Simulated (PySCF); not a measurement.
A structure optimised at GFN2-xTB (Å):
```
atom  x, y, z in Å
N1     2.9451    1.0189   -0.3525
C2     2.0724    0.3101   -0.1234
C3     1.0193   -0.5762    0.1614
C4    -0.2500   -0.2099    0.0650
C5    -1.6867   -0.4732    0.1637
C6    -1.2890    0.7334   -0.2108
F7    -1.6247    1.9393   -0.5753
H8     1.2949   -1.5765    0.4635
H9    -2.4677   -1.1599    0.3832
```

Neutral, closed shell.

Task: Read off the bonds between heavy atoms and their formal orders.

Result: N1–C2 1.15 Å (triple); C2–C3 1.41 Å (single); C3–C4 1.32 Å (double); C4–C5 1.46 Å (single); C5–C6 1.32 Å (double); C6–F7 1.30 Å (single); C4–C6 1.43 Å (single). Bonds to hydrogen (Å): C3–H8 1.08; C5–H9 1.06.

Task: Which species is it?

Result: `N#C/C=C1C=C/1F`, C5H2FN. Among its features: nitrile, C=C double bond, C–F bond and cyclopropene ring.

Task: Name the point group.

Result: Cs (every atom within 0.08 Å of its image).

Task: Which rings does it hold (smallest set)?

Result: C4–C5–C6 (3 members).

Task: Describe the place of each heavy atom.

Result: N1: nitrile nitrogen; C2: nitrile carbon; C3: alkene CH carbon; C4: fully substituted alkene carbon; C5: alkene CH carbon; C6: vinylic C–F carbon; F7: vinyl fluorine.

Task: What is the arrangement about C4?

Result: It has 3 neighbours (C3, C5, C6) and has angles 153.2°, 152.3° and 54.5°, sum 360.0°, 0.00 Å off the plane of its three neighbours.

Task: What is the arrangement about C5?

Result: It has 3 neighbours (C4, C6, H9) and has angles 150.2°, 148.3° and 61.5°, sum 360.0°, 0.00 Å off the plane of its three neighbours.

The numbers are calculated, not measured.
